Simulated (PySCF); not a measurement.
CH6O3Sn, SMILES [CH3][Sn]([OH])([OH])[OH]. Atoms are numbered in the order given.

```xyz
11

C      0.0000     0.0000    -2.1706
Sn     0.0000     0.0000    -0.0272
O     -1.6614    -0.8351     0.7390
O      0.1075     1.8564     0.7390
O      1.5539    -1.0213     0.7390
H     -1.0297    -0.1972    -2.5211
H      0.3440     0.9903    -2.5211
H      0.6856    -0.7931    -2.5211
H     -1.3777    -1.4936     1.4040
H     -0.6047     1.9399     1.4040
H      1.9824    -0.4463     1.4040
```
Charge 0, spin multiplicity 1.

Geometry: PBE-D3(BJ)/def2-SVP. The structure was generated by enumeration; whether it is a known compound was not checked. The def2 effective core potentials stand for the cores of Sn; spin–orbit coupling is left out. Other conformers were not sampled.

Calculation: PBE-D3(BJ)/def2-SVP (PySCF).

Frequencies are harmonic and unscaled.

Modes within 1.5 cm⁻¹ of each other (mostly degenerate sets) share a row, with their intensities summed.

| mode | ν (cm⁻¹) | IR (km/mol) | moving atoms (share of kinetic energy) |
|---|---|---|---|
| 1 | 62 | 0.3 | H 98 % |
| 2–3 | 84 | 37.8 | O 60 %, H 25 %, C 15 % |
| 4–5 | 143 | 29.0 | O 48 %, Sn 19 %, H 18 %, C 16 % |
| 6 | 167 | 57.4 | O 73 %, Sn 18 % |
| 7–8 | 202 | 70.9 | H 82 %, O 16 % |
| 9 | 297 | 101.1 | H 97 % |
| 10 | 511 | 6.2 | C 66 %, H 17 %, O 12 % |
| 11 | 586 | 53.2 | O 82 %, Sn 10 % |
| 12–13 | 593 | 158.7 | O 83 %, Sn 15 % |
| 14–15 | 742 | 24.7 | H 84 %, C 15 % |
| 16 | 838 | 1.1 | H 92 % |
| 17–18 | 843 | 255.6 | H 91 % |
| 19 | 1152 | 0.5 | H 82 %, C 18 % |
| 20–21 | 1380 | 7.5 | H 95 % |
| 22 | 3002 | 0.4 | H 98 % |
| 23–24 | 3129 | 0.0 | H 90 %, C 10 % |
| 25–27 | 3697 | 143.1 | H 94 % |
